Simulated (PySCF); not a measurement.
**Excitation energy of Al²⁺ by level of theory**

Al²⁺ [Ne] 3s1 (2S) → Al²⁺ [Ne] 3d1 (2D), as a difference of total energies. All numbers are calculated (PySCF 2.14, the non-relativistic Hamiltonian (point nucleus), in aug-cc-pV(D+d)Z (5s4p3d, 32 functions)). The calculations carry no spin-orbit coupling.

```csv
method,excitation energy (eV)
UHF,14.282
LDA,14.143
PBE,13.796
PBE0,13.944
r2SCAN,13.891
wB97X-V,14.090
r2SCANh,13.960
B97-3,13.689
LC-wPBE,14.238
```

The promoted electron is Rydberg-like, and one or two diffuse shells describe it only roughly, which tends to raise the upper state.
